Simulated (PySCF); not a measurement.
Zn(H)(NH2) (H3NZn), SMILES [ZnH][NH2].

Geometry optimised at PBE0-D3(BJ)/def2-TZVP.

The numbers are results of CAM-B3LYP/def2-TZVPD (PySCF), not measurements.

Symmetry labels are those of the subgroup Cs that the program uses (full group Cs).

Question: List the valence orbital energies around the gap with their symmetry. (The exact figures need the calculation; the answer reports its results.)

Answer: 
| orbital | symmetry | energy (eV) |
|---|---|---|
| HOMO−7 | A" | -16.00 |
| HOMO−6 | A" | -15.84 |
| HOMO−5 | A' | -15.84 |
| HOMO−4 | A' | -15.79 |
| HOMO−3 | A" | -13.98 |
| HOMO−2 | A' | -11.75 |
| HOMO−1 | A' | -10.22 |
| HOMO | A' | -8.28 |
| LUMO | A" | 0.17 |
| LUMO+1 | A' | 0.36 |
| LUMO+2 | A' | 0.54 |
| LUMO+3 | A' | 1.46 |
